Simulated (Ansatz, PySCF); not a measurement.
BH₆NO₂Si. Atoms are numbered in the order given.

```xyz
11

Si    -0.0033     1.8149     0.0000
N      0.7553     0.2317     0.0000
B      0.0164    -0.9957     0.0000
O     -1.3533    -0.8833     0.0000
O      0.5704    -2.2577     0.0000
H     -0.8444     2.0375    -1.2065
H     -0.8444     2.0375     1.2065
H      1.1088     2.8067     0.0000
H      1.7706     0.2055     0.0000
H     -1.7868    -1.7475     0.0000
H      1.5360    -2.2637     0.0000
```

Geometry optimised at TPSSh-D3(BJ)/def2-SVP. This is a generated structure with no PubChem entry under its InChIKey; it may be hypothetical. Other conformers were not sampled.

Vertical ionisation energy (IE) and electron affinity (EA) in eV. Rows of orbital energies are one-electron estimates. Where ΔSCF, EOM or ADC give a negative EA the extra electron is unbound and the value depends on the basis.

```csv
level,IE,EA
"−ε(HOMO), −ε(LUMO), r2SCAN/def2-TZVP (PySCF)",(withheld),(withheld)
"−ε(HOMO), −ε(LUMO), PBE/def2-TZVP (PySCF)",6.28,0.69
"ΔSCF, PBE0/def2-SVPD (Ansatz), final states of multiplicity 2 and 2",9.79,-0.79
"ΔSCF, PBE/def2-SVPD (Ansatz), final states of multiplicity 2 and 2",9.49,-0.62
```

Question: Some entries are withheld; supply them. (Estimate from the structure and the level; the computed values follow.)

Answer: 
- −ε(HOMO), −ε(LUMO), r2SCAN/def2-TZVP (PySCF), IE: 6.60
- −ε(HOMO), −ε(LUMO), r2SCAN/def2-TZVP (PySCF), EA: 0.09

Question: What vertical singlet–triplet gap does ΔSCF give with PBE0/def2-SVPD (Ansatz, a first-principles code) and with PBE/def2-SVPD (Ansatz)? (An estimate is asked for; the answer gives what the named calculation found.)

Answer: 6.02 and 5.58 eV (triplet above singlet where positive).
